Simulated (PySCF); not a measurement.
Series formyl-X, proton added: substituent effects on one reactive site. Gas-phase values, no solvent. One relaxed conformer stands for each flexible species; it need not be the lowest. The site is fixed along the series; a substituent can offer a better one. Strings in code marks are SMILES.

The four lowest singlet excitations (Tamm–Dancoff). Method: TPSSh-D3(BJ)/def2-TZVP (PySCF 2.14.0). Excitations are Tamm–Dancoff values on a coarser integration grid. The basis has no diffuse functions, so Rydberg states are missing or too high.

```tsv
state	energy (eV)	wavelength (nm)	oscillator strength
S1	7.57	164	0.459
S2	8.05	154	0.000
S3	8.22	151	0.003
S4	8.60	144	0.000
```

Question: Name which member gives these states.
A. `[H]/[O+]=C\C#C`
B. `[H]/[O+]=C/[S@@](C)=O` (O–S–C–O torsion 165°)
C. `[H]/[O+]=C/N(C)C` (C–N–C–O torsion 0°)
D. `[H]/[O+]=[CH]\[GeH3]`

Answer: C, `[H]/[O+]=C/N(C)C` (C–N–C–O torsion 0°)
